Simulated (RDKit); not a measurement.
Job for RDKit: UFF on CH7BO (a complex).

```python
from rdkit import Chem
from rdkit.Chem import AllChem, rdDetermineBonds

blocks = [
'''4

B     0.03136769   -0.00975070    0.78308685
H    -0.32618785    1.12448595    0.61055323
H    -0.60365351   -0.85136717    0.20429427
H     1.22842286   -0.17276101    0.77163887
''',
'''6

C     0.29167233    0.51970435    3.35305969
O    -0.39574492   -0.29124629    2.37567405
H    -0.06456996    0.25449840    4.34706501
H     0.03337453    1.54757219    3.11893309
H     1.36879819    0.37989921    3.26513879
H    -0.25452167   -1.22847190    2.55831469
''',
]
mol = None
for b in blocks:
    f = Chem.MolFromXYZBlock(b)
    rdDetermineBonds.DetermineBonds(f, charge=0)
    mol = f if mol is None else Chem.CombineMols(mol, f)
Chem.SanitizeMol(mol)
print(Chem.MolToSmiles(Chem.RemoveHs(mol)))
ff = AllChem.UFFGetMoleculeForceField(mol, vdwThresh=100.0, ignoreInterfragInteractions=False)
e = ff.CalcEnergy()
print(f'UFF energy {e:.6f} kcal/mol')
```

Output:

```
B.CO
UFF energy 1862.978142 kcal/mol
```

The run finished.

Cost: about 0.010 core-seconds (a rough figure).
